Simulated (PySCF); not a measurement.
## Pd (palladium, neutral) across methods

[Kr] 4d10, closed-shell 1S. Calculation: PySCF 2.14, in aug-cc-pVDZ-PP with ECP28MDF; scalar relativity through the core potential.

| method | E (hartree) | mean ε 4s (eV) | mean ε 4p (eV) | mean ε 4d (eV) | Σ⟨r²⟩ (bohr²) | ⟨S²⟩ |
| --- | --- | --- | --- | --- | --- | --- |
| r2SCAN | -127.4703 | -88.558 | -53.300 | -3.981 | 41.83 | 0.000 |
| LDA | -127.2100 | -86.158 | -51.832 | -4.290 | 42.64 | 0.000 |
| TPSSh | -127.3893 | -88.442 | -53.438 | -4.399 | 42.00 | 0.000 |
| PBEsol | -127.2813 | -85.958 | -51.626 | -4.019 | 42.49 | 0.000 |
| PBE | -127.4570 | -86.061 | -51.709 | -4.008 | 42.54 | 0.000 |
| B3LYP | -127.4912 | -90.188 | -54.843 | -5.224 | 42.04 | 0.000 |
| UHF | -126.60791 | -104.87 | -65.828 | -8.889 | 40.20 | 0.000 |
| PBE0 | -127.4337 | -90.911 | -55.381 | -5.366 | 41.60 | 0.000 |
| HSE06 | -127.4312 | -90.529 | -54.992 | -4.977 | 41.64 | 0.000 |

Energies and moments cover only the electrons outside the core potential.
